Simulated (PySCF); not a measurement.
PySCF input (M06-2X/def2-TZVPD):

```python
from pyscf import gto, scf, dft

mol = gto.M(
    atom='''
    Si   -0.22315935   -0.51189497    0.10115785
    O    -0.80993088    1.22472079   -0.14369015
    O     1.36029592   -0.48926452   -0.10404122
    H    -0.89445455   -1.11971689   -1.04089982
    H    -0.73600010   -0.70089972    1.45915862
    H    -0.77813300    1.67228433   -1.00685801
    H     2.03844476   -0.43855315    0.57758705
    H    -0.90854652    1.86976478    0.57665319
    ''',
    basis='def2-tzvpd',
    charge=1,
    spin=0,
    verbose=4,
)

mf = dft.RKS(mol, xc='m062x').density_fit(auxbasis='def2-universal-jkfit')
mf.grids.level = 4
mf.conv_tol = 1e-9
mf.max_cycle = 100
mf.max_memory = 1500
mf.kernel()
if not mf.converged:
    mf = mf.newton()
    mf.kernel(mf.make_rdm1())
mf.analyze()
```

Output:

```
PySCF version 2.14.0

[INPUT] verbose = 4
[INPUT] num. atoms = 8
[INPUT] num. electrons = 34
[INPUT] charge = 1
[INPUT] spin (= nelec alpha-beta = 2S) = 0
[INPUT] symmetry False subgroup None
[INPUT] Mole.unit = angstrom
[INPUT] Symbol           X                Y                Z      unit          X                Y                Z       unit  Magmom
[INPUT]  1 Si    -0.223159350000  -0.511894970000   0.101157850000 AA   -0.421710053636  -0.967341297842   0.191160631850 Bohr   0.0
[INPUT]  2 O     -0.809930880000   1.224720790000  -0.143690150000 AA   -1.530547543028   2.314386872161  -0.271535030298 Bohr   0.0
[INPUT]  3 O      1.360295920000  -0.489264520000  -0.104041220000 AA    2.570586737163  -0.924575945267  -0.196609411466 Bohr   0.0
[INPUT]  4 H     -0.894454550000  -1.119716890000  -1.040899820000 AA   -1.690274130371  -2.115958259150  -1.967015582909 Bohr   0.0
[INPUT]  5 H     -0.736000100000  -0.700899720000   1.459158620000 AA   -1.390838616652  -1.324508511584   2.757410164098 Bohr   0.0
[INPUT]  6 H     -0.778133000000   1.672284330000  -1.006858010000 AA   -1.470458258486   3.160159386102  -1.902685885225 Bohr   0.0
[INPUT]  7 H      2.038444760000  -0.438553150000   0.577587050000 AA    3.852102316455  -0.828745344565   1.091481337595 Bohr   0.0
[INPUT]  8 H     -0.908546520000   1.869764780000   0.576653190000 AA   -1.716904094227   3.533343351558   1.089716597957 Bohr   0.0

nuclear repulsion = 126.115134466297
number of shells = 68
number of NR pGTOs = 234
number of NR cGTOs = 168
basis = def2-tzvpd
ecp = {}

******** <class 'pyscf.df.df_jk.DFRKS'> ********
method = DFRKS
initial guess = minao
damping factor = 0
level_shift factor = 0
DIIS = <class 'pyscf.scf.diis.CDIIS'>
diis_start_cycle = 1
diis_space = 8
diis_damp = 0
SCF conv_tol = 1e-09
SCF conv_tol_grad = None
SCF max_cycles = 100
direct_scf = False
XC library pyscf.dft.libxc version 7.1.2
    S. Lehtola, C. Steigemann, M. J. T. Oliveira, and M. A. L. Marques,  SoftwareX 7, 1–5 (2018)
XC functionals = m062x
    Y. Zhao and D. G. Truhlar,  Theor. Chem. Acc. 120, 215 (2008)
    Y. Zhao and D. G. Truhlar,  Theor. Chem. Acc. 120, 215 (2008)
radial grids:
    Treutler-Ahlrichs [JCP 102, 346 (1995); DOI:10.1063/1.469408] (M4) radial grids

becke partition: Becke, JCP 88, 2547 (1988); DOI:10.1063/1.454033
pruning grids: <function nwchem_prune>
grids dens level: 4
symmetrized grids: False
atomic radii adjust function: <function treutler_atomic_radii_adjust>
small_rho_cutoff = 0
Set gradient conv threshold to 3.16228e-05
Initial guess from minao.
tot grids = 163984
******** <class 'pyscf.df.df.DF'> ********
auxbasis = def2-universal-jkfit
init E= -443.17466649614
  HOMO = -0.383578075711803  LUMO = -0.0447088249945515  gap/eV = 9.22110
[...]
cycle= 9 E= -442.73751449125  delta_E= -5.48e-10  |g|= 8.4e-06  |ddm|= 6.28e-05
  HOMO = -0.606556458508765  LUMO = -0.196389542897933  gap/eV = 11.16121
Extra cycle  E= -442.737514491279  delta_E= -2.96e-11  |g|= 4.21e-06  |ddm|= 1.59e-05
converged SCF energy = -442.737514491279
**** SCF Summaries ****
Total Energy =                        -442.737514491279455
Nuclear Repulsion Energy =             126.115134466297079
One-electron Energy =                 -854.032838467757188
Two-electron Energy =                  285.180189510180639
Two-electron Coulomb Energy =          324.901007621790427
DFT Exchange-Correlation Energy =      -39.720818111609809
HOMO-LUMO gap [eV] =                    11.161210273319130
**** MO energy ****
MO #1   energy= -67.2726007733236  occ= 2
MO #2   energy= -19.95605485856    occ= 2
MO #3   energy= -19.8347509541933  occ= 2
MO #4   energy= -5.80690046326039  occ= 2
MO #5   energy= -4.12038215151793  occ= 2
MO #6   energy= -4.11673412224242  occ= 2
MO #7   energy= -4.11521972450467  occ= 2
MO #8   energy= -1.46454132721034  occ= 2
MO #9   energy= -1.3363532737125   occ= 2
MO #10  energy= -0.938090469691439 occ= 2
MO #11  energy= -0.915859402139277 occ= 2
MO #12  energy= -0.830844452429986 occ= 2
MO #13  energy= -0.745270324507091 occ= 2
MO #14  energy= -0.71686135806923  occ= 2
MO #15  energy= -0.664230579505331 occ= 2
MO #16  energy= -0.629302521049661 occ= 2
MO #17  energy= -0.606556458508765 occ= 2
MO #18  energy= -0.196389542897933 occ= 0
MO #19  energy= -0.151808833411336 occ= 0
MO #20  energy= -0.130161041507796 occ= 0
MO #21  energy= -0.125289392590346 occ= 0
MO #22  energy= -0.112812027373848 occ= 0
MO #23  energy= -0.0915129676445036 occ= 0
MO #24  energy= -0.08128844731053  occ= 0
MO #25  energy= -0.0747386244444436 occ= 0
MO #26  energy= -0.0597408708715528 occ= 0
MO #27  energy= -0.0465010600760097 occ= 0
MO #28  energy= -0.0436199440745968 occ= 0
MO #29  energy= -0.040580530839554 occ= 0
MO #30  energy= -0.0167539463182275 occ= 0
MO #31  energy= -0.00575678193427079 occ= 0
MO #32  energy= 0.00782693329122486 occ= 0
MO #33  energy= 0.0162908173679133 occ= 0
MO #34  energy= 0.01921734457823   occ= 0
MO #35  energy= 0.0246448203495008 occ= 0
MO #36  energy= 0.0446544209935067 occ= 0
MO #37  energy= 0.0566118032107525 occ= 0
MO #38  energy= 0.0590661192696321 occ= 0
MO #39  energy= 0.0772691151077066 occ= 0
MO #40  energy= 0.0830403053209938 occ= 0
MO #41  energy= 0.0877760719716656 occ= 0
MO #42  energy= 0.103632082213093  occ= 0
MO #43  energy= 0.120304013756718  occ= 0
MO #44  energy= 0.133821171287869  occ= 0
MO #45  energy= 0.137892226295015  occ= 0
MO #46  energy= 0.14138315228194   occ= 0
MO #47  energy= 0.151370867886815  occ= 0
MO #48  energy= 0.163916612470706  occ= 0
MO #49  energy= 0.171670495498379  occ= 0
MO #50  energy= 0.178950024119113  occ= 0
MO #51  energy= 0.18501658301091   occ= 0
MO #52  energy= 0.197885516342971  occ= 0
MO #53  energy= 0.204252118669273  occ= 0
MO #54  energy= 0.2218034823544    occ= 0
MO #55  energy= 0.240695930421296  occ= 0
MO #56  energy= 0.259895746365379  occ= 0
MO #57  energy= 0.263640115739006  occ= 0
MO #58  energy= 0.290672671479525  occ= 0
MO #59  energy= 0.310764238022863  occ= 0
MO #60  energy= 0.318908907891833  occ= 0
MO #61  energy= 0.322846301270577  occ= 0
MO #62  energy= 0.327784853122263  occ= 0
MO #63  energy= 0.35147788626048   occ= 0
MO #64  energy= 0.372773671004826  occ= 0
MO #65  energy= 0.386278287115955  occ= 0
MO #66  energy= 0.393883399767631  occ= 0
MO #67  energy= 0.413738354983899  occ= 0
MO #68  energy= 0.452859578175928  occ= 0
MO #69  energy= 0.455483447169525  occ= 0
MO #70  energy= 0.46835342266445   occ= 0
MO #71  energy= 0.488357322697464  occ= 0
MO #72  energy= 0.526338993057175  occ= 0
MO #73  energy= 0.546888898798012  occ= 0
MO #74  energy= 0.56426768045783   occ= 0
MO #75  energy= 0.581843359482859  occ= 0
MO #76  energy= 0.603967967687005  occ= 0
MO #77  energy= 0.662987038492543  occ= 0
MO #78  energy= 0.68560791635668   occ= 0
MO #79  energy= 0.696776241800663  occ= 0
MO #80  energy= 0.710210459097027  occ= 0
MO #81  energy= 0.776181862531355  occ= 0
MO #82  energy= 0.812665024944677  occ= 0
MO #83  energy= 0.839419575332734  occ= 0
MO #84  energy= 0.856885255001076  occ= 0
MO #85  energy= 0.901593276327042  occ= 0
MO #86  energy= 0.938767733328374  occ= 0
MO #87  energy= 0.95240582778784   occ= 0
MO #88  energy= 0.975665919885685  occ= 0
MO #89  energy= 0.977407275438612  occ= 0
MO #90  energy= 1.00003354525559   occ= 0
MO #91  energy= 1.00993323658294   occ= 0
MO #92  energy= 1.05021720547966   occ= 0
MO #93  energy= 1.13766005667348   occ= 0
MO #94  energy= 1.16720876037071   occ= 0
MO #95  energy= 1.22618131519469   occ= 0
MO #96  energy= 1.23229900584552   occ= 0
MO #97  energy= 1.31508498710081   occ= 0
MO #98  energy= 1.35682577339107   occ= 0
MO #99  energy= 1.37902424097774   occ= 0
MO #100 energy= 1.42737438452926   occ= 0
MO #101 energy= 1.46661444251223   occ= 0
MO #102 energy= 1.4809471072051    occ= 0
MO #103 energy= 1.50379954185001   occ= 0
MO #104 energy= 1.53847041778753   occ= 0
MO #105 energy= 1.60235616547658   occ= 0
MO #106 energy= 1.63404326495839   occ= 0
MO #107 energy= 1.66442353204298   occ= 0
[...]
```

It need not be the lowest isomer of its formula.
